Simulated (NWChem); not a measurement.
NH$_{3}$Te; SMILES N[TeH]

Computed with NWChem. Geometry: optimised at PBE0/def2-SVP. def2 effective core potentials on Te; no spin-orbit coupling. Ions are spin-unrestricted doublets at the neutral geometry; other ion states weren't tried.

### Question
Order these by “ΔSCF minus −ε(HOMO) (eV)”, lowest first: B3LYP/def2-SVP; LRC-wPBEh/def2-SVP; LDA (Slater exchange, VWN5)/def2-SVP; BHandHLYP/def2-SVP.

### Answer
LRC-wPBEh/def2-SVP (0.59), BHandHLYP/def2-SVP (1.45), B3LYP/def2-SVP (2.71), LDA (Slater exchange, VWN5)/def2-SVP (3.57)
